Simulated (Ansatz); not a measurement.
Program: Ansatz. Geometries: PBE0-D4/def2-TZVP. ΔE: electronic, gas phase. CCSD(T)/CBS adds triple-zeta CCSD(T) − MP2 to the extrapolated MP2 energy (def2 sets, frozen cores). This one scheme is used for every species. Functionals use def2-TZVPP. One conformer a species, not always the lowest.

Reaction (formal hydrolysis of the Si–N bond): `O[Si@@H](F)N[Si@@H](O)F` + H₂O → `O[SiH](O)F` + `N[SiH](O)F`

(1) Is it downhill or uphill in electronic energy at CCSD(T)/CBS, and by how much? (Estimate.)

(2) What do these levels give: PBE0-D4, B2PLYP, MP2/def2-TZVPP, CCSD/def2-TZVPP, HF/CBS(def2), CCSD/CBS(def2)? (Best estimate.)

Largest T1 diagnostic among the species: 0.012.

## Answers

(1) Computed: Downhill: ΔE = -0.34 eV.

(2) The calculation gave: PBE0-D4 -0.34, B2PLYP -0.43, MP2/def2-TZVPP -0.36, CCSD/def2-TZVPP -0.38, HF/CBS(def2) -0.51, CCSD/CBS(def2) -0.37 eV.

The D4 term adds +0.11 eV with B3LYP and +0.06 eV with PBE0; it sums over pairs of atoms, weighted by their polarisabilities, and B3LYP, whose exchange is more repulsive, gets the larger term. In def2-TZVPP, CCSD(T) changes the Hartree–Fock value by +0.15 eV (the triples alone add +0.02 eV) and MP2 by +0.15 eV.

B3LYP here is the variant with VWN-RPA as its local correlation; programs differ in this.
